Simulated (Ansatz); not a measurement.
`O=C=C[SiH3]` + `BNB` → `BN[SiH3]` + `BC=C=O`  (redistribution)

Calculated with Ansatz (gas phase, PBE0-D4/def2-TZVP geometries, no zero-point term in ΔE). CCSD(T)/CBS adds triple-zeta CCSD(T) − MP2 to the extrapolated MP2 energy (def2 sets, frozen cores). Functionals use def2-TZVPP. B3LYP here is the variant with VWN-RPA as its local correlation; programs differ in this. HSE06 is defined as in plane-wave codes.

`O=C=C[SiH3]`:

Cartesian coordinates in Å:
```
O 0.757 1.699 -2.004
C 0.435 0.737 -1.451
C 0.070 -0.330 -0.790
Si -0.243 -0.238 1.028
H -0.037 -1.250 -1.354
H -1.644 -0.626 1.341
H 0.665 -1.154 1.766
H -0.004 1.161 1.465
```

`BNB`:

```xyz
8

B    -0.480    1.017    0.593
N     0.419    0.210   -0.149
B     0.217   -1.148   -0.499
H    -1.504    0.533    0.967
H    -0.194    2.155    0.824
H     1.280    0.641   -0.456
H     1.054   -1.724   -1.131
H    -0.792   -1.683   -0.150
```

`BN[SiH3]`:

```xyz
9

B     0.172   -0.042    1.549
N    -0.292   -0.497    0.310
Si   -0.002    0.238   -1.246
H     0.840    0.951    1.589
H    -0.105   -0.650    2.543
H    -0.852   -1.339    0.318
H     0.700   -0.714   -2.147
H     0.828    1.443   -1.024
H    -1.289    0.608   -1.892
```

`BC=C=O`:

```xyz
7

B     0.691    0.304    0.771
C    -0.044    0.278   -0.543
C    -0.965   -0.666   -0.675
O    -1.751   -1.498   -0.746
H     1.534    1.130    0.955
H     0.428   -0.498    1.618
H     0.107    0.950   -1.379
```

| level | ΔE (kcal/mol) | difference from CCSD(T)/CBS |
| --- | --- | --- |
| PBE-D4 | 1.5 | -0.6 |
| BLYP-D4 | 1.3 | -0.8 |
| B97M-V | 0.8 | -1.3 |
| CAM-B3LYP-D4 | 2.3 | 0.2 |
| ωB97M-V | 2.2 | 0.1 |
| B2PLYP | 2.0 | -0.1 |
| PBE-QIDH | 2.4 | 0.3 |
| revPBE | 1.7 | -0.4 |
| B3LYP | 2.1 | 0.0 |
| r2SCANh | 1.7 | -0.4 |
| HSE06 | 2.3 | 0.2 |
| LC-ωPBE | 2.9 | 0.8 |
| HF/def2-TZVPP | 3.0 | 0.9 |
| MP2/def2-TZVPP | 2.1 | 0.0 |
| SCS-MP2/def2-TZVPP | 2.3 | 0.2 |
| MP2/def2-QZVPP | 2.1 | 0.0 |
| CCSD(T)/CBS | 2.1 | 0 |

Largest T1 diagnostic among the species: 0.017.

From BLYP to BHLYP (50 % exact exchange), in def2-TZVPP and without D4, ΔE moves by +1.0 kcal/mol. At CCSD(T), def2-SVP lies +2.0 kcal/mol from the extrapolated value and def2-TZVPP −0.0 kcal/mol.
